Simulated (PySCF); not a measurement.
# Spin states and ions at one geometry of [Tl(NH2)2]+

PySCF 2.14.0, RKS PBE0, Tl def2-SVP with ECP60, N def2-SVP, H def2-SVP; non-relativistic Hamiltonian with scalar-relativistic core potentials where named; density fitting; no spin-orbit coupling; singlets restricted, open shells unrestricted. The geometry is relaxed for charge +1, singlet, vacuum:

```xyz
7

Tl    0.0388   -0.0527   -0.0004
N    -0.1071    0.1053    2.0068
H     0.7863    0.3751    2.4285
H    -0.4258   -0.7679    2.4346
N     0.1828    0.1955   -1.9989
H     0.5043   -0.6575   -2.4629
H    -0.7124    0.4792   -2.4077
```

Energies count from the relaxed state; an electron taken off or put on is at rest in vacuum. Charges and spins are Mulliken's.

```json
{"state": "charge +1, singlet, vacuum", "energy (eV)": "0.00", "spin squared": "0.00", "charge on Tl1 (e)": "0.82", "spin on Tl1 (e)": "0.00", "dipole about the centre of mass (D)": "1.70"}
{"state": "charge +1, triplet, vacuum", "energy (eV)": "3.32", "spin squared": "2.01", "charge on Tl1 (e)": "0.61", "spin on Tl1 (e)": "0.39", "dipole about the centre of mass (D)": "0.40"}
{"state": "charge +2, doublet, vacuum", "energy (eV)": "15.26", "spin squared": "0.84", "charge on Tl1 (e)": "1.11", "spin on Tl1 (e)": "-0.14", "dipole about the centre of mass (D)": "1.12"}
```

**Question.** What does the state charge 0, doublet, vacuum give?

**Answer.** energy (eV) -5.25, spin squared 0.76, charge on Tl1 (e) 0.31, spin on Tl1 (e) 0.43, dipole about the centre of mass (D) 0.33.

With an electron taken off (doublet) the charges change, summed by element, by Tl +0.28 e, N +0.45 e, H +0.27 e. The vertical ionisation energy is 15.26 eV, against −ε(HOMO) = 13.19 eV of the relaxed state. The level lies 2.1 eV too high, as is usual for semilocal functionals and global hybrids, which keep a self-interaction error.

With an electron put on (doublet) the charges change, summed by element, by Tl -0.51 e, N -0.15 e, H -0.33 e. The vertical electron affinity is 5.25 eV, against −ε(LUMO) = 7.35 eV of the relaxed state.

Open shells may have lower solutions than those found.
